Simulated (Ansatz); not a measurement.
`C[SiH2]C(C)S` and `CSC(C)S` differ in one atom or group.

Ansatz, PBE0-D4/def2-TZVP geometries, multiplicity 1. Each molecule was computed in one conformer, which needn't be the lowest.

```tsv
property	`C[SiH2]C(C)S`
size of the dipole moment (B3LYP/def2-TZVPP) / D	0.98
LUMO energy (PBE/def2-TZVPP) / eV	-0.66
HOMO energy (ωB97M-V/def2-TZVPP) / eV	-8.88
HOMO energy (B3LYP/def2-TZVPP) / eV	-6.44
LUMO energy (PBE0/def2-TZVPP) / eV	0.27
HOMO–LUMO gap (B3LYP/def2-TZVPP) / eV	6.47
```

(1) What does the change do to each property? (Best estimate.)

Results:

(1) Computed: 
```json
{"property": "size of the dipole moment (B3LYP/def2-TZVPP) / D", "`CSC(C)S`": "2.32", "shift": "1.34"}
{"property": "LUMO energy (PBE/def2-TZVPP) / eV", "`CSC(C)S`": "-0.64", "shift": "0.02"}
{"property": "HOMO energy (ωB97M-V/def2-TZVPP) / eV", "`CSC(C)S`": "-8.72", "shift": "0.16"}
{"property": "HOMO energy (B3LYP/def2-TZVPP) / eV", "`CSC(C)S`": "-6.26", "shift": "0.18"}
{"property": "LUMO energy (PBE0/def2-TZVPP) / eV", "`CSC(C)S`": "0.33", "shift": "0.06"}
{"property": "HOMO–LUMO gap (B3LYP/def2-TZVPP) / eV", "`CSC(C)S`": "6.33", "shift": "-0.14"}
```

With PBE0 the HOMO rises by 0.17 eV and the LUMO rises by 0.06 eV, so the gap narrows by about 0.11 eV. PBE moves the HOMO by 0.20 eV and ωB97M-V by 0.16 eV. Dipoles are sizes alone; their direction can turn.

B3LYP here is the variant with VWN-RPA as its local correlation; programs differ in this.
